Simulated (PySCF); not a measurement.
Mayer bond orders and bond lengths

Compound: 1,2-dichloro-1,1,2,2-tetrafluoroethane, C₂Cl₂F₄.
Atom-mapped SMILES: `[F:1][C:2]([F:3])([Cl:4])[C:5]([F:6])([F:7])[Cl:8]`

Geometry (PBE0-D3(BJ)/def2-TZVP, Å), atoms numbered from 1 in this order:
```
atom  x, y, z in Å
F1    -0.9986    1.0797   -0.9396
C2    -0.7615    0.1318   -0.0382
F3    -1.2390    0.5436    1.1356
Cl4   -1.5521   -1.3607   -0.5052
C5     0.7758   -0.0525    0.1170
F6     1.0134   -0.9891    1.0298
F7     1.2774    1.0994    0.5608
Cl8    1.5371   -0.4799   -1.4026
```

Bond orders from the PBE0/pcSseg-2 density (PySCF). Isolated species at its PBE0-D3(BJ)/def2-TZVP geometry (one conformer only).

Q: How far do the computed orders between heavy atoms stray from the drawn ones?

A: The largest departure is 0.098, at C2–Cl4 (drawn single, 1.098) and C5–Cl8 (drawn single, 1.098).

Q: Set the Mayer orders of the bonds beside their lengths.

A: 
| bond | drawn as | length (Å) | Mayer order |
| --- | --- | --- | --- |
| F1–C2 | single | 1.329 | 1.048 |
| C2–F3 | single | 1.332 | 1.037 |
| C2–Cl4 | single | 1.752 | 1.098 |
| C2–C5 | single | 1.556 | 0.920 |
| C5–F6 | single | 1.329 | 1.048 |
| C5–F7 | single | 1.332 | 1.037 |
| C5–Cl8 | single | 1.752 | 1.098 |

Q: Sum the orders of all bonds at each heavy atom with more than one neighbour and set the sums beside the valence in the SMILES.

A: C2 4.103 (drawn 4), C5 4.103 (drawn 4). Orders between atoms that aren't bonded are not in these sums.

The Mayer order sums products of elements of PS (density times overlap matrix) between the two atoms' basis functions, so it depends on the basis set.
